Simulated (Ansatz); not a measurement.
Consider the cleavage of the Ge–Ge bond: `F[CH2][GeH2][GeH3]` + `O[Si](F)(Cl)Cl` → `F[Si](Cl)(Cl)[O][GeH3]` + `F[CH2][GeH3]`.

Gas-phase electronic energies from Ansatz, PBE0-D4/def2-TZVP geometries. CCSD(T)/CBS adds triple-zeta CCSD(T) − MP2 to the extrapolated MP2 energy (def2 sets, frozen cores). DFT in def2-TZVPP. For Ge outer-core shells are correlated without core-valence functions, which leaves a few kJ/mol of doubt a bond. Scalar relativity is left out up to krypton. One conformer a species, not always the lowest.

`F[CH2][GeH2][GeH3]`:

Z-matrix (Å, degrees):
```
C
Ge 1 1.981
F 1 1.387 2 110.0
H 1 1.093 2 110.4 3 -119.5
H 1 1.093 2 111.1 3 119.8
Ge 2 2.421 1 109.5 3 50.7
H 2 1.542 1 107.6 3 171.5
H 2 1.539 1 109.2 3 -70.9
H 6 1.538 2 109.7 1 54.3
H 6 1.535 2 110.5 1 -65.8
H 6 1.537 2 110.3 1 173.8
```

`O[Si](F)(Cl)Cl`:

Z-matrix (Å, degrees):
```
Si
F 1 1.579
Cl 1 2.026 2 106.6
O 1 1.612 2 111.1 3 121.9
Cl 1 2.011 2 108.3 3 -119.9
H 4 0.959 1 118.9 2 -75.5
```

`F[Si](Cl)(Cl)[O][GeH3]`:

Cartesian coordinates in Å:
```
F 2.328 -1.066 -1.257
Si 0.843 -0.556 -1.130
Cl -0.385 -2.094 -1.623
Cl 0.588 0.946 -2.469
O 0.593 -0.061 0.362
Ge -0.755 0.590 1.347
H -1.253 1.862 0.650
H -1.835 -0.496 1.409
H -0.125 0.874 2.711
```

`F[CH2][GeH3]`:

Cartesian coordinates in Å:
```
F 1.788 -0.814 0.047
C 0.434 -0.859 0.339
Ge -0.459 0.784 -0.297
H 0.319 -0.967 1.421
H 0.007 -1.743 -0.144
H -0.286 0.909 -1.817
H -1.955 0.684 0.048
H 0.152 2.006 0.402
```

CCSD(T)/CBS gives -11.5 kJ/mol.

(1) Another level gave -6.9 kJ/mol. Which?
A. HF/def2-TZVPP
B. PBE/def2-TZVPP
C. ωB97M-V/def2-TZVPP
D. r2SCAN/def2-TZVPP

Largest T1 diagnostic among the species: 0.012.

## Answers

(1) D. r2SCAN -6.9, ωB97M-V -11.8, HF/def2-TZVPP -35.5, PBE 4.3 kJ/mol.

In def2-TZVPP, CCSD(T) changes the Hartree–Fock value by +21.5 kJ/mol (the triples alone add +1.5 kJ/mol) and MP2 by +21.0 kJ/mol. From PBE to PBE0 (25 % exact exchange), in def2-TZVPP and without D4, ΔE moves by −4.2 kJ/mol.
